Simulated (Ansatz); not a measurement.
System: LaF3, charge -1, multiplicity 2. The spin state was set by rule; other spins were not relaxed. 
Structure (B3LYP-D3(BJ)/def2-TZVP (Ansatz, a first-principles code) minimum search):
```xyz
4

La    -0.0410     0.0778     0.1924
F     -1.7159    -1.2654    -0.3452
F      0.1009     1.7960    -1.1954
F      1.8747    -1.0231     0.3218
```
Charge -1, spin multiplicity 2.

Basis-set convergence of Hartree-Fock and CCSD correlation energies (hartree) with Ansatz. Valence correlation only, unless marked. UHF or UKS for open shells. No spin-orbit coupling. Frozen are the shells of the preceding noble gas and the d and f shells that filled before the atom's block. In def2 rows, elements after Kr have scalar-relativistic effective core potentials. This anion needs diffuse functions, which these sets lack.

```
basis       functions       E(HF)  E(corr, CCSD)
----------  ---------  ----------  -------------
def2-SVP           74  -329.49487       -0.62696
def2-TZVPP        149           …              …
```

Q: Some entries are withheld; supply them.

A: 
- def2-TZVPP, E(HF): -329.87961
- def2-TZVPP, E(corr, CCSD): -0.83134
